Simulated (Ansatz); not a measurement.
Job for Ansatz (a quantum-chemistry and plane-wave program): R-PBE/def2-TZVPP on CHF (SMILES [CH]F), atoms moved off the minimum.

Ansatz 0.2 input:
```yaml
crystal:
  periodic: [false, false, false]
  atoms:
    - {symbol: C, position_ang: [-0.42569512, 0.43085223, 0.03432414]}
    - {symbol: F, position_ang: [0.58976506, -0.18569363, 0.07948133]}
    - {symbol: H, position_ang: [-1.33503238, -0.23460389, -0.03435216]}
basis:
  gaussian:
    orbitals: def2-TZVPP
hamiltonian:
  xc: {name: PBE}
scf: {lower_state_search: off}
output: {forces: true}
```

Output:

```
WARN ansatz: RAYON_NUM_THREADS=1 ignored (pool sized by the plan → 1); use --threads N
Functional definition: PBE
these checks for a lower state are left out or cut short: stability, starts, cluster_reference, orbital_swaps, neighbouring_geometries, increment
integrals: 0.01 GiB planned
395 factors; their error is unknown
mean field: 0.12 GiB planned
mean field evaluation 1: about -3761.7527 eV, gradient 2.6e1 eV
mean field evaluation 2: about -3761.1699 eV, gradient 2.9e1 eV
mean field evaluation 4: about -3763.3336 eV, gradient 2.7e0 eV
mean field evaluation 8: about -3763.3345 eV, gradient 4.2e-2 eV
mean field evaluation 16: about -3763.3345 eV, gradient 5.7e-6 eV
mean field -3763.33454065 eV, -138.2999934891 hartree, gradient 4.8e-6 eV, S^2 0.000000; 0 other end points of the search recorded, 0 dependent functions left out
the calculation of the forces begins
reference -3763.33456416 eV, -138.2999943532 hartree; 8, 8 occupied and 68, 68 virtual orbitals, 395 factors
Total energy: -3763.33456416 eV, -138.2999943532 hartree
Atom 0 at    -0.425695     0.430852     0.034324 Å, force    -5.939163     5.535043    -0.219374 eV/Å
Atom 1 at     0.589765    -0.185694     0.079481 Å, force     5.792721    -4.521072     0.234316 eV/Å
Atom 2 at    -1.335032    -0.234604    -0.034352 Å, force     0.146442    -1.013970    -0.014942 eV/Å
Dipole moment:     0.018045    -0.359559    -0.007283 e Å
Checks for a lower state left out: stability, starts, cluster_reference, orbital_swaps, neighbouring_geometries, increment
```

The run converged.

Cost: about 0.7 core-seconds (a rough figure).
